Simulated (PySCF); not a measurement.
# AsH: from constants to spectrum

UHF-CCSD(T) constants of AsH, ³Σ⁻ (triplet), unpaired electrons π ↑↑ (PySCF, no relativity, basis sets As 6-31G(d,p), H 6-31G(d,p); masses 74.9216 and 1.0078 u):

| Item | Value |
| --- | --- |
| ωe | 2164.6 cm⁻¹ |
| ωexe | 45.4 cm⁻¹ |
| Be | 7.2541 cm⁻¹ |
| αe | 0.222 cm⁻¹ |
| De to As + H | 2.52 eV |

(1) What force constant and bond length do these constants imply?

(2) Estimate the centrifugal constant D from the Kratzer relation and find the Dunham coefficient a1.

Correlated steps freeze 9 core orbitals. Correlated levels converge slowly with the basis: in double zeta they bind strong bonds too weakly, by up to about 1 eV, and carry superposition errors of some tenths. Spin–orbit coupling is left out. The state was picked by a PBE0 search and need not be the measured ground state.

Answers

(1) Reduced mass μred = 0.99445 u; k = 5.8918×10⁻⁷·μred·ωe² (u, cm⁻¹, mdyn/Å) = 2.75 mdyn/Å; Re = √(16.8576/(μred·Be)) (u, cm⁻¹, Å) = 1.529 Å.

(2) D = 4Be³/ωe² = 0.000326 cm⁻¹; a1 = −1 − αeωe/(6Be²) = -2.52.
